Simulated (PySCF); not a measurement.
A structure optimised at B3LYP-D3(BJ)/def2-TZVP, used in a PySCF frequency run:

```xyz
3

Be     0.0000     0.0000    -1.1377
Cl     0.0000     0.0000    -2.9403
I      0.0000     0.0000     1.0290
```

Question: Write its SMILES, formula and point group.

Answer: [Cl][Be][I], BeClI, C∞v

Question: What are its rotational constants (standard atomic weights)?

Answer: 1.1206 GHz (linear rotor, B only)
